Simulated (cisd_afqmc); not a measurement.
Input (AFQMC/CISD/cc-pV(D+d)Z; cisd_afqmc is a phaseless AFQMC code with CISD trial states that reads the integrals written by Ansatz): A basis named .json is the Basis Set Exchange file of that set.

Ansatz 0.2 input:
```python
import cisd_afqmc

open("ham.yaml", "w").write("""\
crystal:
  periodic: [false, false, false]
  atoms:
    - {symbol: Al, position_ang: [-0.00000000, -0.00000000, -1.19086089]}
    - {symbol: P, position_ang: [0.00000000, 0.00000000, 1.03207944]}
basis:
  gaussian:
    orbitals: cc-pV_D+d_Z.json
magnetization: {spin_polarized: true, initial_magnetization: 2}
correlation: {method: ccsd, electrons: outside_noble_gas, hamiltonian_folder: ham}
""")
rep = cisd_afqmc.ansatz("ham.yaml")
e_ccsd = rep["correlation"]["coupled_cluster"]["energy"]["hartree"]
out = cisd_afqmc.run("ham", e_ccsd, trial="CISD", walkers=200, populations=8, threads=8, dt=0.005, steps=40, early=24, settle=10, least=32,
    cut=5e-5, rank_cut=2e-4, target=0.0004, seconds=1500, seed=1, memory=17280, gpu=False)
```

Output:

```
orbitals 36, occupied [5, 3], factors 198 of 477, rank of the doubles 111 of 254
E(HF) = -582.615537
E(CCSD) on the cut factors = -582.764316, shift to the whole factors 0.000001
Energy of the trial state on the determinant = -582.764220
  tau behind 7.2 of longer steps, mean of the populations' last blocks
   2.0  -582.76923
   4.0  -582.76972
   6.0  -582.76997
   8.0  -582.76952
blocks 299 (0 outliers left out), error by blocks joined: 1: 0.00010, 2: 0.00013, 4: 0.00017, 8: 0.00022, 16: 0.00024
E(AFQMC/CISD) = -582.76969 +/- 0.00024
```

The determinant is spin-contaminated: <S^2> is 2.22, 0.22 over the pure value.

The run carries these doubts: other determinant than ccsd t, other ccsd than ccsd t.
